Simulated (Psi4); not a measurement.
Pair of molecules, SMILES C with SMILES C#C (the first has 5 atoms); geometry from B3LYP-D3(BJ)/def2-TZVP.
(charge 0, multiplicity 1):
```xyz
9

C      0.009     0.212    -0.507
H      0.160     0.308    -1.581
H      0.967     0.023    -0.023
H     -0.420     1.136    -0.122
H     -0.669    -0.619    -0.314
C      0.123    -0.350     4.414
C     -0.149    -0.181     3.260
H      0.366    -0.500     5.437
H     -0.388    -0.031     2.236
```

Method: SAPT0/jun-cc-pV(D+d)Z (Psi4).

Question: Give the four SAPT terms and the total, and say what mostly holds the pair together.

Answer: electrostatics -0.41, exchange 0.86, induction -0.16, dispersion -0.66, total -0.38 kcal/mol; the largest attraction is dispersion.
